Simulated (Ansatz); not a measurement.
CH6ClNSSi can be A, `NC(S)[SiH2]Cl`, or B, `CS[SiH](N)Cl`.

Isolated molecules relaxed with PBE0-D4/def2-TZVP in Ansatz; ΔE leaves out vibrations. CBS: MP2 limit from def2 TZ/QZ plus the TZ coupled-cluster correction, frozen cores. DFT in def2-TZVPP. B3LYP here is the variant with VWN-RPA as its local correlation; programs differ in this. One conformer a species, not always the lowest.

A:

```xyz
11

N     1.518   -0.254    0.083
C     0.097   -0.458    0.307
S    -0.517   -1.891   -0.604
Si   -1.042    0.978   -0.184
Cl   -0.198    2.694    0.591
H     1.710   -0.176   -0.910
H     1.828    0.603    0.530
H    -0.064   -0.643    1.374
H     0.154   -2.828    0.089
H    -1.083    1.124   -1.659
H    -2.404    0.850    0.384
```

B:

```xyz
11

C     1.209    0.929   -1.088
S     0.425    1.564    0.424
Si   -1.018    0.063    0.752
N    -0.278   -1.468    0.837
Cl   -2.380   -0.117   -0.785
H     2.120    1.505   -1.237
H     1.458   -0.125   -0.977
H     0.549    1.067   -1.943
H    -1.772    0.527    1.939
H    -0.787   -2.303    0.597
H     0.474   -1.641    1.483
```

Q: Which isomer does CCSD(T)/CBS put lower? Give the gap. (An estimate is asked.)

A: Computed: B, by 208.8 kJ/mol.

Q: Give E(B) − E(A) in kJ/mol with CCSD/def2-TZVPP, ωB97M-V, CCSD(T)/def2-TZVPP, PBE0-D4, B3LYP, HF/def2-TZVPP, CCSD(T)/def2-SVP. (Estimate.)

A: The calculation gave: CCSD/def2-TZVPP -205.4, ωB97M-V -207.9, CCSD(T)/def2-TZVPP -203.7, PBE0-D4 -205.2, B3LYP -205.8, HF/def2-TZVPP -216.5, CCSD(T)/def2-SVP -179.4. None reverses the order clearly.

Q: Does the order hold for the free energy at 298.15 K (harmonic terms from PBE0-D4)? (Best estimate.)

A: Computed: Yes: G(B) − G(A) = -200.5 kJ/mol, for one conformer each. Modes under 60 cm⁻¹, often nearly free rotors, make the harmonic entropy too high.

Largest T1 diagnostic: 0.011.

From r2SCAN to r2SCAN0 (25 % exact exchange), in def2-TZVPP and without D4, E(B) − E(A) moves by −3.2 kJ/mol. In def2-TZVPP, CCSD(T) changes the Hartree–Fock value by +12.8 kJ/mol (the triples alone add +1.7 kJ/mol) and MP2 by +3.9 kJ/mol.
